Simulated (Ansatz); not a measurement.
Geometry optimisation, RKS revPBE/def2-SVP (Ansatz 0.2.0).

Input file:

```yaml
crystal:
  periodic: [false, false, false]
  atoms:
    - { symbol: Cl, position_ang: [1.0796, -0.2049, 2.1111] }
    - { symbol: C, position_ang: [1.0227, -0.1784, 0.3207] }
    - { symbol: Cl, position_ang: [1.9679, 1.1832, -0.3001] }
    - { symbol: Sn, position_ang: [-0.9125, 0.0294, -0.3909] }
    - { symbol: H, position_ang: [1.4577, -1.139, -0.0594] }
    - { symbol: H, position_ang: [-0.94733, 0.05907, -2.17567] }
    - { symbol: H, position_ang: [-1.94467, -1.25843, 0.1718] }
    - { symbol: H, position_ang: [-1.58322, 1.56249, 0.16831] }
basis:
  gaussian: { orbitals: def2-SVP }
hamiltonian:
  xc: revpbe
relax:
  f_tol: 0.015
  max_steps: 40
```

Launched with:

```bash
$ ansatz run input.yaml --threads 2 --pin off --max-ram 3072MiB --backend cpu --events-out ev --progress --plain --runs-dir out
```

**Question.** Where does it end, and by what steps?

**Answer.** The run converged. After 5 steps the energy has fallen by 0.239 eV; Sn4 moved furthest, 0.12 Å.

| step | energy less start (eV) | largest force component (eV/Å) | accepted |
| --- | --- | --- | --- |
| 0 | 0.0000 | 2.669 | yes |
| 1 | -0.2062 | 0.545 | yes |
| 2 | -0.2330 | 0.157 | yes |
| 3 | -0.2383 | 0.067 | yes |
| 4 | -0.2392 | 0.018 | yes |
| 5 | -0.2392 | 0.007 | yes |

```xyz
8
Properties=species:S:1:pos:R:3
Cl 1.054 -0.230 2.122
C 1.054 -0.172 0.314
Cl 2.080 1.177 -0.320
Sn -1.026 0.055 -0.430
H 1.530 -1.110 -0.026
H -0.983 0.048 -2.161
H -1.962 -1.273 0.167
H -1.606 1.559 0.179
```

Run time: 12 s on 2 threads of Arm Neoverse V1 (shared host), peak memory 0.14 GiB.
